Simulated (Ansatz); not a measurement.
Input for Ansatz (a program for electronic structure): R-CCSD(T)/aug-cc-pV(T+d)Z on HCl (SMILES Cl). Files ending in .json are basis or fitting sets from the Basis Set Exchange.

Ansatz 0.2 input:
```yaml
crystal:
  periodic: [false, false, false]
  atoms:
    - {symbol: Cl, position_ang: [1.04904831, 0.64379955, -0.35193283]}
    - {symbol: H, position_ang: [-0.00385700, 0.90673945, 0.33811639]}
basis:
  gaussian:
    orbitals: aug-cc-pV_T+d_Z.json
magnetization: {spin_polarized: false}
correlation: {method: ccsd_t, electrons: outside_noble_gas}
scf: {lower_state_search: off}
```

The head of its log:

```
WARN ansatz: RAYON_NUM_THREADS=1 ignored (pool sized by the plan → 1); use --threads N
Functional definition: HF
these checks for a lower state are left out or cut short: stability, starts, cluster_reference, orbital_swaps, neighbouring_geometries, increment
integrals: 0.05 GiB planned
446 factors; integrals over basis functions are off by at most 2.0e-3 eV
mean field: 0.10 GiB planned
mean field evaluation 1: about -12519.7849 eV, gradient 1.0e1 eV
mean field evaluation 2: about -12519.7856 eV, gradient 1.0e1 eV
mean field evaluation 4: about -12520.1797 eV, gradient 1.1e0 eV
mean field evaluation 8: about -12520.1883 eV, gradient 2.1e-5 eV
mean field -12520.18827063 eV, -460.1084324571 hartree, gradient 1.5e-6 eV, S^2 0.000000; 0 other end points of the search recorded, 0 dependent functions left out
5 core orbitals not correlated
reference -12520.18827063 eV, -460.1084324571 hartree; 4, 4 occupied and 69, 69 virtual orbitals, 446 factors
```

Q: Predict the final total energy.

A: -460.3457 hartree (reference determinant -460.1084, T1 diagnostic 0.006).
